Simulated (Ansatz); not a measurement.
Consider the ligand exchange at a Zn–F bond: `[CH3][Zn][F]` + `FC(F)(F)[SeH]` → `[CH3][Zn][Se]C(F)(F)F` + H–F.

Isolated molecules relaxed with PBE0-D4/def2-TZVP in Ansatz; ΔE leaves out vibrations. CCSD(T)/CBS adds triple-zeta CCSD(T) − MP2 to the extrapolated MP2 energy (def2 sets, frozen cores). This one scheme is used for every species. Functionals use def2-TZVPP. HSE06 is defined as in plane-wave codes. For Se, Zn outer-core shells are correlated without core-valence functions, which leaves a few kJ/mol of doubt a bond. Scalar relativity is left out up to krypton. Each species was taken in one conformer, which may not be the lowest.

```json
{"level": "PBE-D4", "ΔE (kcal/mol)": "-7.1", "difference from CCSD(T)/CBS": "1.9"}
{"level": "r2SCAN-D4", "ΔE (kcal/mol)": "-6.7", "difference from CCSD(T)/CBS": "2.3"}
{"level": "HSE06-D4", "ΔE (kcal/mol)": "-9.3", "difference from CCSD(T)/CBS": "-0.3"}
{"level": "B2PLYP", "ΔE (kcal/mol)": "-6.0", "difference from CCSD(T)/CBS": "3.0"}
{"level": "PBE", "ΔE (kcal/mol)": "-5.9", "difference from CCSD(T)/CBS": "3.1"}
{"level": "revPBE", "ΔE (kcal/mol)": "-5.2", "difference from CCSD(T)/CBS": "3.8"}
{"level": "PBE0", "ΔE (kcal/mol)": "-8.1", "difference from CCSD(T)/CBS": "0.9"}
{"level": "r2SCANh", "ΔE (kcal/mol)": "-7.2", "difference from CCSD(T)/CBS": "1.8"}
{"level": "HSE06", "ΔE (kcal/mol)": "-8.2", "difference from CCSD(T)/CBS": "0.8"}
{"level": "LC-ωPBE", "ΔE (kcal/mol)": "-5.6", "difference from CCSD(T)/CBS": "3.4"}
{"level": "CCSD(T)/def2-SVP", "ΔE (kcal/mol)": "-7.8", "difference from CCSD(T)/CBS": "1.2"}
{"level": "HF/def2-TZVPP", "ΔE (kcal/mol)": "-7.2", "difference from CCSD(T)/CBS": "1.8"}
{"level": "SCS-MP2/def2-TZVPP", "ΔE (kcal/mol)": "-7.2", "difference from CCSD(T)/CBS": "1.8"}
{"level": "MP2/def2-QZVPP", "ΔE (kcal/mol)": "-9.2", "difference from CCSD(T)/CBS": "-0.2"}
{"level": "SCS-MP2/def2-QZVPP", "ΔE (kcal/mol)": "-7.3", "difference from CCSD(T)/CBS": "1.7"}
{"level": "CCSD/CBS(def2)", "ΔE (kcal/mol)": "-8.6", "difference from CCSD(T)/CBS": "0.4"}
{"level": "CCSD(T)/CBS", "ΔE (kcal/mol)": "-9.0", "difference from CCSD(T)/CBS": "0"}
```

Largest T1 diagnostic among the species: 0.016.

The D4 term adds −1.9 kcal/mol with B3LYP and −1.1 kcal/mol with PBE0; it sums over pairs of atoms, weighted by their polarisabilities, and B3LYP, whose exchange is more repulsive, gets the larger term. From r2SCAN to r2SCAN0 (25 % exact exchange), in def2-TZVPP and without D4, ΔE moves by −2.1 kcal/mol.

B3LYP here is the variant with VWN-RPA as its local correlation; programs differ in this.
